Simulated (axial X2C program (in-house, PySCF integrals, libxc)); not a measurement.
# What spin–orbit coupling does to SiI⁺

Calculated with an axial X2C code built on PySCF integrals. Spin-free means the one-electron spin-free X2C Hamiltonian; two-component (2c) means X2C with spin–orbit coupling and atomic mean-field two-electron Coulomb and Gaunt terms, so the difference of the two also holds small scalar two-electron terms. Basis: I dyall-cv3z [11s12p8d4f1g], Si dyall-v3z [8s7p2d1f] (cores contracted in-house); Gaussian nuclei, density fitting, unrestricted open shells. Masses: I 126.904 u, Si 27.977 u.

Spin-free state: M_S = 0, Λ = 0 (closed shell); fragments I + Si+.

```
  level  Re (Å)  ωe (cm⁻¹)  De (eV)  μ (D)
   PBE0   2.323      453.6    4.251   4.75
     HF   2.320      463.3    2.608   5.41
    MP2   2.321      467.1    4.135    n/a
   CCSD   2.324      460.7    3.860    n/a
CCSD(T)   2.333      451.2    4.073    n/a
   BLYP   2.368      413.6    4.214   4.84
```

Correlated methods: 10 electrons correlated (number of frozen shells: I 4 s, 3 p, 2 d; Si 2 s, 1 p), 218 virtual spin orbitals or spinors in MP2, 88 natural virtuals in coupled cluster.

Dipoles are positive if Si is the positive end and refer to the centre of mass.

Two-component determinant lowest at the distance of the search:

Ω = 0 (closed shell); fragments I + Si+.

```tsv
level	Re (Å)	ωe (cm⁻¹)	De (eV)	μ (D)
PBE0	2.327	449.5	4.007	4.72
HF	2.324	459.7	2.325	5.36
MP2	2.324	463.6	3.873	n/a
CCSD	2.328	456.9	3.589	n/a
CCSD(T)	2.337	447.8	3.803	n/a
BLYP	2.373	408.8	3.929	4.81
```

From the two tables, how do the constants change at the CCSD(T) level (2c against spin-free)?

At the CCSD(T) level Re goes up by 0.004 Å and ωe decreases by 3.4 cm⁻¹; De is not compared, since the atomic limits differ or miss part of their spin–orbit lowering.

Occupations by symmetry block were frozen at the best pattern of an incomplete PBE0 search. Closed shells are restricted here (equal orbitals for both partners); the stretched side of such a curve lies too high. Dissociation energies refer to the lowest single-determinant-based atoms at the same level and basis. CCSD and (T) use frozen natural virtuals with an MP2 correction for the truncation; (T) itself is uncorrected, so its De runs slightly low. The 2c atoms are single determinants rather than J levels; their spin–orbit lowering is only partly caught, and De is too large by that part. This holds for PBE0, MP2, CCSD, CCSD(T), BLYP. Without a current term, density functionals place determinants with orbital angular momentum somewhat too high. The T1 diagnostic is large, a sign of multireference character.
